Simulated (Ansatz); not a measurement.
Mulliken charges of CH$_{5}$NOSi, SMILES `OC1N[SiH2]1` from PBE/def2-TZVPP in Ansatz (PBE0-D4/def2-TZVP geometry).

```json
{"atom": "O1", "x (Å)": "-1.037", "y (Å)": "0.513", "z (Å)": "-1.193", "charge (e)": "-0.284"}
{"atom": "C2", "x (Å)": "-0.378", "y (Å)": "0.584", "z (Å)": "0.037", "charge (e)": "0.005"}
{"atom": "N3", "x (Å)": "1.058", "y (Å)": "0.271", "z (Å)": "0.060", "charge (e)": "-0.279"}
{"atom": "Si4", "x (Å)": "0.171", "y (Å)": "-1.025", "z (Å)": "0.756", "charge (e)": "0.275"}
{"atom": "H5", "x (Å)": "-0.942", "y (Å)": "1.360", "z (Å)": "-1.639", "charge (e)": "0.180"}
{"atom": "H6", "x (Å)": "-0.638", "y (Å)": "1.475", "z (Å)": "0.610", "charge (e)": "0.089"}
{"atom": "H7", "x (Å)": "1.579", "y (Å)": "0.325", "z (Å)": "-0.804", "charge (e)": "0.134"}
{"atom": "H8", "x (Å)": "-0.151", "y (Å)": "-2.239", "z (Å)": "-0.028", "charge (e)": "-0.060"}
{"atom": "H9", "x (Å)": "0.426", "y (Å)": "-1.311", "z (Å)": "2.185", "charge (e)": "-0.059"}
```

**Question.** By hand: the dipole of these point charges (1 e Å = 4.8032 D).

**Answer.** Σ q r = (0.014, 0.131, 0.054) e Å, of length 0.142 e Å = 0.68 D.

**Question.** How does the dipole of the full density compare? (Best estimate.)

**Answer.** The calculation gave: (0.084, 0.158, -0.122) e Å, 1.04 D; the point charges give 0.65 times that, at 60° from its direction.

Point charges leave out the atoms' own dipoles, such as those of lone pairs, and Mulliken's split depends on the basis, so the two needn't agree.
